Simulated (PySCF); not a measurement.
C7H9N2 (doublet state).
Structure used (GFN2-xTB), in Å, numbered top down from 1:
```xyz
18
C7H9N2 angstrom
C      3.4326   -0.2229    0.1276
C      2.4089    0.5202   -0.2534
C      1.0299    0.4000    0.3009
C      0.0482   -0.0774   -0.8037
C     -1.3049   -0.1455   -0.2427
N     -1.8096   -1.2548    0.3594
C     -3.0220   -0.9110    0.7339
C     -3.2424    0.4650    0.3596
N     -2.1566    0.9143   -0.2297
H      4.4164   -0.0947   -0.2908
H      3.3313   -0.9826    0.8853
H      2.5341    1.2707   -1.0230
H      0.6858    1.3720    0.6612
H      1.0076   -0.3124    1.1264
H      0.3569   -1.0660   -1.1443
H      0.0686    0.6381   -1.6265
H     -3.6837   -1.5811    1.2466
H     -4.1097    1.0743    0.5216
```

The hyperfine couplings belong to this conformer and change with its torsions.

As a line formula: `C(CCC1=NC=C[N]1)=C` [radical].

Level of theory: UKS B3LYP, pcH-1 on C H N, non-relativistic, mean-field spin-orbit, GIAO (PySCF). Geometry: GFN2-xTB, one conformer, isolated molecule. The geometry wasn't refined by DFT: couplings that depend on bond lengths, twists or pyramidal angles can differ widely from those at the functional's own minimum. Stability of the SCF solution: not tested.

(1) Where do the isotropic ENDOR lines of N6, N9, H17, H18, H15/H16, H13/H14 and H10 fall at 3350.0 mT, to first order?

(2) Which pairs are centred on the nuclear Larmor frequency, and which on half the coupling?

(3) At what field would the lower line of N6 fall to zero frequency?

Answers

(1) For S = 1/2 in fast tumbling each set of equivalent nuclei gives two lines, ν± = |νn ± a/2| to first order, with νn = g_N μN B/h and μN/h = 7.62259 MHz/T.

| nuclei | isotope | g_N | νn (MHz) | a_iso (MHz) | lower line (MHz) | upper line (MHz) |
| --- | --- | --- | --- | --- | --- | --- |
| N6 | 14N | 0.4038 | 10.31 | -3.79 | 8.41 | 12.21 |
| N9 | 14N | 0.4038 | 10.31 | -3.75 | 8.44 | 12.18 |
| H17 | 1H | 5.5857 | 142.63 | -26.87 | 129.20 | 156.07 |
| H18 | 1H | 5.5857 | 142.63 | -26.77 | 129.25 | 156.02 |
| H15/H16 | 1H | 5.5857 | 142.63 | 19.66 | 132.81 | 152.46 |
| H13/H14 | 1H | 5.5857 | 142.63 | -3.14 | 141.07 | 144.20 |
| H10 | 1H | 5.5857 | 142.63 | 1.36 | 141.96 | 143.31 |

(2) Centred on νn, since |a| < 2νn: N6, N9, H17, H18, H15/H16, H13/H14 and H10. No pair has |a| > 2νn.

(3) Where νn = |a|/2, that is B = 1.90 MHz/(0.4038 × 7.62259 MHz/T) = 616 mT, as far as first order holds there.

Class means assume fast exchange of nuclei equivalent by connectivity; if that motion is slow, each nucleus keeps its own coupling.

The largest Mulliken spin populations are on C5 (+0.45), C7 (+0.34), C8 (+0.34) and N6 (-0.07). Three atoms exceed +0.15. The positive populations add up to 1.20 and the negative ones to -0.20, together 2S = 1.

The run took 1.9 min of wall time (grids of density and orbitals included) on Arm Neoverse V1, one thread, shared host, and the process peaked at 0.98 GiB of memory.
